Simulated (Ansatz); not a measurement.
Reaction (formal exchange of groups at the Sn–C bond): `C[C](C)(C)[Sn]([Cl])([Cl])[Cl]` + `c1ccccc1` → `[Cl][Sn]([Cl])([Cl])[c]1ccccc1` + `CC(C)C`

Program: Ansatz. Geometries: PBE0-D4/def2-TZVP. ΔE: electronic, gas phase. CCSD(T)/CBS is the MP2 limit (def2-TZVPP, def2-QZVPP) plus CCSD(T) − MP2 in def2-TZVPP, frozen cores. DFT in def2-TZVPP. Elements past krypton have def2 core potentials. For Sn outer-core shells are correlated without core-valence functions, which leaves a few kJ/mol of doubt a bond. One conformer a species, not always the lowest.

| level | ΔE (kJ/mol) |
| --- | --- |
| LDA (SPW92) | 15.9 |
| BHLYP | -0.1 |

Problem. What does CCSD(T)/CBS give? (Best estimate.)

Solution. Ansatz gave: +10.2 kJ/mol. The listed levels differ from it by 5.7, -10.3 kJ/mol.

Largest T1 diagnostic among the species: 0.011.

The D4 term adds +5.9 kJ/mol with B3LYP and +3.3 kJ/mol with PBE0; it sums over pairs of atoms, weighted by their polarisabilities, and B3LYP, whose exchange is more repulsive, gets the larger term. At CCSD(T), def2-SVP lies −6.3 kJ/mol from the extrapolated value and def2-TZVPP −5.2 kJ/mol. From BLYP to BHLYP (50 % exact exchange), in def2-TZVPP and without D4, ΔE moves by −3.7 kJ/mol.

CCSD(T)/CBS has its own doubt, a few kJ/mol and more with outer-core shells, so smaller differences from it don't rank the levels.

B3LYP here is the variant with VWN-RPA as its local correlation; programs differ in this.
